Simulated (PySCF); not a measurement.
CH3ClMgS.

```xyz
7

Mg     0.2155    -0.4989     0.0000
Cl    -0.1822    -2.6659     0.0000
S      0.6674     1.7549     0.0000
C     -1.0187     2.5195     0.0000
H     -1.5929     2.2522     0.8983
H     -0.8691     3.6080     0.0000
H     -1.5929     2.2522    -0.8983
```
Charge 0, spin multiplicity 1.

Geometry optimised at B3LYP-D3(BJ)/def2-SVP. Other conformers were not sampled.

The numbers are results of PySCF with HF/pcSseg-1, not measurements. Non-relativistic, no solvent.

Q: Give the absolute GIAO shielding of each atom: isotropic value and principal components (ppm). (Estimate from the structure and the level; the computed values follow.)

A: 
| atom | σ(iso) | σ11 | σ22 | σ33 | span |
|---|---|---|---|---|---|
| Mg1 | 508.2 | 398.0 | 422.4 | 704.1 | 306.1 |
| Cl2 | 1108.2 | 1083.9 | 1090.4 | 1150.3 | 66.3 |
| S3 | 818.5 | 736.5 | 739.6 | 979.5 | 243.0 |
| C4 | 181.7 | 173.4 | 177.4 | 194.3 | 20.9 |
| H5 | 29.8 | 23.6 | 28.0 | 38.0 | 14.5 |
| H6 | 29.5 | 23.2 | 26.7 | 38.6 | 15.4 |
| H7 | 29.8 | 23.6 | 28.0 | 38.0 | 14.5 |
